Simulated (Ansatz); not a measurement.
Input for Ansatz (a program for electronic structure): U-wB97X-V/def2-TZVPP on YCl, 2S+1 = 3, a spin state set in the input, which need not be the lowest, a point of a bond scan (R = 2.441 Å). Elements past Kr take the def2 small-core potentials; no spin–orbit coupling.

Ansatz 0.2 input:
```yaml
crystal:
  periodic: [false, false, false]
  atoms:
    - {symbol: Y, position_ang: [0.00000000, 0.00000000, 0.00000000]}
    - {symbol: Cl, position_ang: [0.00000000, 0.00000000, 2.44074800]}
basis:
  gaussian:
    orbitals: def2-TZVPP
    pivot_positions_ang: [[0.00000000, 0.00000000, 0.00000000], [0.00000000, 0.00000000, 2.44074800]]
hamiltonian:
  xc: {name: wB97X-V}
magnetization: {spin_polarized: true, initial_magnetization: 2}
output: {forces: true, orbitals: {seedname: ./end}}
```

It printed:

```
WARN ansatz: RAYON_NUM_THREADS=2 ignored (pool sized by the plan → 2); use --threads N
Functional definition: wB97X-V
integrals: 0.05 GiB planned
677 factors; their error is unknown
integrals: 0.08 GiB planned
196 factors; integrals over basis functions are off by at most 3.9e-5 eV
mean field: 0.57 GiB planned
mean field evaluation 1: about -13561.9668 eV, gradient 1.2e1 eV
mean field evaluation 2: about -13562.7621 eV, gradient 9.7e0 eV
mean field evaluation 4: about -13563.1769 eV, gradient 5.2e-1 eV
mean field evaluation 8: about -13563.2178 eV, gradient 7.8e-2 eV
mean field evaluation 16: about -13563.2180 eV, gradient 1.2e-3 eV
mean field evaluation 32: about -13563.1555 eV, gradient 5.2e-1 eV
mean field -13563.21798647 eV, -498.4390675235 hartree, gradient 1.1e-5 eV, S^2 2.001382; 2 other end points of the search recorded, 0 dependent functions left out
the calculation of the forces begins
reference -13563.21798729 eV, -498.4390675535 hartree; 15, 13 occupied and 83, 85 virtual orbitals, 677 factors
Total energy: -13563.21798729 eV, -498.4390675535 hartree
Atom 0 at     0.000000     0.000000     0.000000 Å, force     0.000000    -0.000000    -0.152994 eV/Å
Atom 1 at     0.000000     0.000000     2.440748 Å, force    -0.000000     0.000000     0.152994 eV/Å
Dipole moment:    -0.000000    -0.000000    -0.846437 e Å
```

The calculation finished and met its thresholds.

Cost: very roughly 28 core-seconds.
